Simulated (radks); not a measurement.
Values are calculated unless marked as measured or tabulated.
Question: Valence configurations of Tl. Level of theory: scalar-relativistic Kohn-Sham, BLYP, spin-polarised, spherical densities, point nucleus; open shells are filled with parallel spins first (spin-orbit coupling, left out, can overturn this in heavy ions) (a radial shooting solver on a logarithmic mesh with Libxc functionals). Order these by energy: [Hg] 6p1; [Xe] 4f14 5d9 6s2 6p2; [Xe] 4f13 5d10 6s2 6p2; [Xe] 4f12.5 5d10 6s2 6p2.5; [Xe] 4f12.5 5d8 6s2 6p4.5; [Xe] 4f14 5d10 6p3; [Xe] 4f14 5d10 6s1 6p2.

Answer: From the lowest, in eV above it: [Hg] 6p1 0.000; [Xe] 4f14 5d10 6s1 6p2 6.562; [Xe] 4f14 5d9 6s2 6p2 13.980; [Xe] 4f14 5d10 6p3 14.362; [Xe] 4f13 5d10 6s2 6p2 119.49; [Xe] 4f12.5 5d10 6s2 6p2.5 185.49; [Xe] 4f12.5 5d8 6s2 6p4.5 231.67. NIST lists [Hg] 6p1 as the ground configuration; this level of theory agrees among the configurations tried. The energies are those of spherical high-spin densities, not of single terms.
